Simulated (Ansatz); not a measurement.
C₂H₆AlFSi (`C=C(F)[SiH2][AlH2]`), relaxed with RKS PBE0-D4/def2-TZVP in Ansatz 0.2.0 from a PBE-D4/def2-SVP geometry. The force threshold is 0.005 eV/Å; the program also tests the step.

The species carries charge 0 and has multiplicity 1.

Start:

```xyz
11

C    -0.824    0.328   -1.772
C    -1.037    0.663   -0.486
F    -1.702    1.810   -0.193
Si   -0.463   -0.335    1.049
Al    1.997   -0.462    0.962
H    -0.276   -0.596   -2.010
H    -1.196    0.949   -2.602
H    -1.017    0.363    2.264
H    -1.084   -1.711    0.988
H     2.675   -1.101   -0.344
H     2.927    0.092    2.145
```

```json
{"step": "1", "energy (eV)": "-19352.5108", "largest force (eV/Å)": "0.785", "largest move (Å)": "0.000"}
{"step": "2", "energy (eV)": "-19352.5497", "largest force (eV/Å)": "0.174", "largest move (Å)": "0.043"}
{"step": "3", "energy (eV)": "-19352.5515", "largest force (eV/Å)": "0.145", "largest move (Å)": "0.030"}
{"step": "4", "energy (eV)": "-19352.5533", "largest force (eV/Å)": "0.020", "largest move (Å)": "0.017"}
{"step": "5", "energy (eV)": "-19352.5534", "largest force (eV/Å)": "0.007", "largest move (Å)": "0.007"}
{"step": "6", "energy (eV)": "-19352.5535", "largest force (eV/Å)": "0.015", "largest move (Å)": "0.013"}
{"step": "7", "energy (eV)": "-19352.5535", "largest force (eV/Å)": "0.052", "largest move (Å)": "0.051"}
{"step": "8", "energy (eV)": "-19352.5539", "largest force (eV/Å)": "0.056", "largest move (Å)": "0.037"}
{"step": "9", "energy (eV)": "-19352.5541", "largest force (eV/Å)": "0.030", "largest move (Å)": "0.010"}
{"step": "10", "energy (eV)": "-19352.5543", "largest force (eV/Å)": "0.070", "largest move (Å)": "0.022"}
{"step": "11", "energy (eV)": "-19352.5552", "largest force (eV/Å)": "0.062", "largest move (Å)": "0.054"}
{"step": "13 (rejected)", "energy (eV)": "-19352.4532", "largest force (eV/Å)": "2.460", "largest move (Å)": "0.100"}
{"step": "15", "energy (eV)": "-19352.5581", "largest force (eV/Å)": "0.100", "largest move (Å)": "0.098"}
{"step": "17", "energy (eV)": "-19352.5602", "largest force (eV/Å)": "0.144", "largest move (Å)": "0.072"}
{"step": "19", "energy (eV)": "-19352.5646", "largest force (eV/Å)": "0.258", "largest move (Å)": "0.110"}
{"step": "21", "energy (eV)": "-19352.5749", "largest force (eV/Å)": "0.262", "largest move (Å)": "0.151"}
{"step": "23", "energy (eV)": "-19352.5850", "largest force (eV/Å)": "0.169", "largest move (Å)": "0.137"}
{"step": "25", "energy (eV)": "-19352.5900", "largest force (eV/Å)": "0.073", "largest move (Å)": "0.075"}
{"step": "27", "energy (eV)": "-19352.5938", "largest force (eV/Å)": "0.183", "largest move (Å)": "0.146"}
{"step": "29", "energy (eV)": "-19352.6065", "largest force (eV/Å)": "0.159", "largest move (Å)": "0.126"}
{"step": "31", "energy (eV)": "-19352.6137", "largest force (eV/Å)": "0.110", "largest move (Å)": "0.192"}
{"step": "33", "energy (eV)": "-19352.6169", "largest force (eV/Å)": "0.042", "largest move (Å)": "0.068"}
{"step": "35", "energy (eV)": "-19352.6182", "largest force (eV/Å)": "0.052", "largest move (Å)": "0.033"}
{"step": "37 (rejected)", "energy (eV)": "-19352.6177", "largest force (eV/Å)": "0.089", "largest move (Å)": "0.018"}
{"step": "39", "energy (eV)": "-19352.6188", "largest force (eV/Å)": "0.011", "largest move (Å)": "0.043"}
{"step": "41", "energy (eV)": "-19352.6189", "largest force (eV/Å)": "0.006", "largest move (Å)": "0.011"}
{"step": "43", "energy (eV)": "-19352.6189", "largest force (eV/Å)": "0.002", "largest move (Å)": "0.001"}
```

End:

```xyz
11

C    -0.620    0.477   -1.719
C    -1.217    0.404   -0.539
F    -2.533    0.717   -0.461
Si   -0.436   -0.098    1.101
Al    1.945   -0.642    0.835
H     0.430    0.233   -1.811
H    -1.161    0.779   -2.610
H    -0.642    1.023    2.065
H    -1.210   -1.255    1.639
H     2.640   -0.546   -0.591
H     2.804   -1.093    2.091
```

It took 2.4 min on 4 threads of an Arm Neoverse V1 on a shared host, with 0.56 GiB of host memory at the peak.
